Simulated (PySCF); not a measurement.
EPR parameters of C7H7

Compound: C7H7 (doublet state).
Atom-mapped SMILES: `[CH:1]#[C:2]/[C:3]=[C:4](\[CH3:5])[CH:6]=[CH2:7]` (hydrogens: H8 on C1; H9, H10, H11 on C5; H12 on C6; H13, H14 on C7)

Geometry (GFN2-xTB, Å), atoms numbered from 1 in this order:
```xyz
14
C7H7 angstrom
C      3.752    0.037   -0.256
C      2.538    0.006   -0.066
C      1.243    0.017    0.110
C     -0.046   -0.064    0.346
C     -0.618   -1.220    1.132
C     -0.952    0.963   -0.147
C     -2.269    0.983    0.038
H      4.790    0.028   -0.398
H      0.171   -1.905    1.430
H     -1.119   -0.849    2.025
H     -1.345   -1.758    0.524
H     -0.478    1.761   -0.705
H     -2.873    1.780   -0.361
H     -2.794    0.220    0.586
```

The hyperfine couplings belong to this conformer and change with its torsions.

Theory: PySCF 2.14.0, UKS B3LYP, pcH-1 on C H, non-relativistic, mean-field spin-orbit, GIAO. The structure is a single GFN2-xTB conformer in the gas phase; no vibrational or solvent corrections. The geometry wasn't refined by DFT: couplings that depend on bond lengths, twists or pyramidal angles can differ widely from those at the functional's own minimum. Stability of the SCF solution: not tested. ⟨S²⟩ is 0.783 where a pure state has 0.75.

```
g1, g2, g3        : 2.00145, 2.00219, 2.00274
g_iso             : 2.00213
Form of g         : rhombic: the two nearest values differ by 43 % of g3 − g1
⟨S²⟩              : 0.7832 (exact 0.7500)
α and β electrons : 25, 24
Total energy      : -270.81928 Eh
```

Hyperfine couplings atom by atom, in mT; T1 to T3 are the principal values of the dipolar part (MHz turned into mT with g_iso):

| atom | isotope | a_iso | T1 | T2 | T3 | Mulliken spin population |
| --- | --- | --- | --- | --- | --- | --- |
| C1 | 13C | 2.03 | -1.95 | -1.12 | 3.07 | 0.67 |
| C2 | 13C | -2.71 | -0.77 | -0.14 | 0.92 | -0.29 |
| C3 | 13C | 2.41 | -2.33 | -1.57 | 3.91 | 0.75 |
| C4 | 13C | -1.48 | -0.60 | 0.24 | 0.37 | -0.15 |
| C5 | 13C | 2.05 | -0.18 | -0.15 | 0.33 | 0.05 |
| C6 | 13C | 2.21 | -0.18 | 0.03 | 0.16 | 0.07 |
| C7 | 13C | 0.07 | -0.33 | 0.12 | 0.21 | -0.06 |
| H8 | 1H | -1.84 | -0.81 | -0.11 | 0.92 | -0.03 |
| H9 | 1H | -0.04 | -0.17 | -0.04 | 0.21 | 0.00 |
| H10 | 1H | -0.18 | -0.10 | -0.04 | 0.14 | 0.00 |
| H11 | 1H | -0.17 | -0.10 | -0.04 | 0.14 | 0.00 |
| H12 | 1H | -0.14 | -0.15 | -0.05 | 0.20 | 0.00 |
| H13 | 1H | 0.24 | -0.05 | -0.03 | 0.08 | 0.00 |
| H14 | 1H | 0.12 | -0.07 | -0.04 | 0.11 | 0.00 |

The largest Mulliken spin populations are on C3 (+0.75), C1 (+0.67), C2 (-0.29) and C4 (-0.15). The positive populations add up to 1.53 and the negative ones to -0.53, together 2S = 1.

Axes: g1 points within 11° of the C2–C3 bond.

Under fast tumbling the dipolar parts average out, and these isotropic splittings remain: 1 × 1H (H8, I = 1/2, 2 lines) with 1.84 mT, 1 × 1H (H13, I = 1/2, 2 lines) with 0.24 mT, 1 × 1H (H12, I = 1/2, 2 lines) with 0.14 mT, 3 × 1H (H9/H10/H11, I = 1/2, 4 lines) with 0.13 mT and 1 × 1H (H14, I = 1/2, 2 lines) with 0.12 mT.

Class means assume fast exchange of nuclei equivalent by connectivity; if that motion is slow, each nucleus keeps its own coupling.

The 13C coupling of C2 (-75.9 MHz) shows only in satellite lines or after enrichment, since that isotope makes up about 1.07 % of natural carbon.
